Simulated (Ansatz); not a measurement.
Reaction (substitution at a C–Ga bond): `B[CH2][Ga]([CH3])[F]` + `OCO` → `BCOCO` + `[CH3][GaH][F]`

Program: Ansatz. Geometries: PBE0-D4/def2-TZVP. ΔE: electronic, gas phase. CCSD(T)/CBS adds triple-zeta CCSD(T) − MP2 to the extrapolated MP2 energy (def2 sets, frozen cores). This one scheme is used for every species. Functionals use def2-TZVPP. B3LYP here is the variant with VWN-RPA as its local correlation; programs differ in this. For Ga outer-core shells are correlated without core-valence functions, which leaves a few kJ/mol of doubt a bond. Scalar relativity is left out up to krypton. One conformer a species, not always the lowest.

```csv
level,ΔE (kJ/mol),difference from CCSD(T)/CBS
PBE-D4,114.3,-7.4
r2SCAN-D4,113.9,-7.8
PBE0-D4,115.1,-6.6
B3LYP-D4,108.9,-12.8
ωB97X-V,104.2,-17.5
ωB97M-V,110.1,-11.6
B2PLYP,112.8,-8.9
r2SCAN,113.6,-8.1
PBE0,113.9,-7.8
B3LYP,106.7,-15.0
HF/def2-TZVPP,94.8,-26.9
MP2/def2-TZVPP,127.5,5.8
CCSD(T)/def2-TZVPP,118.4,-3.3
HF/def2-QZVPP,93.8,-27.9
HF/CBS(def2),93.6,-28.1
MP2/CBS(def2),130.9,9.2
CCSD(T)/CBS,121.7,0
```

Largest T1 diagnostic among the species: 0.013.

In def2-TZVPP, CCSD(T) changes the Hartree–Fock value by +23.6 kJ/mol (the triples alone add +2.8 kJ/mol) and MP2 by +32.8 kJ/mol.
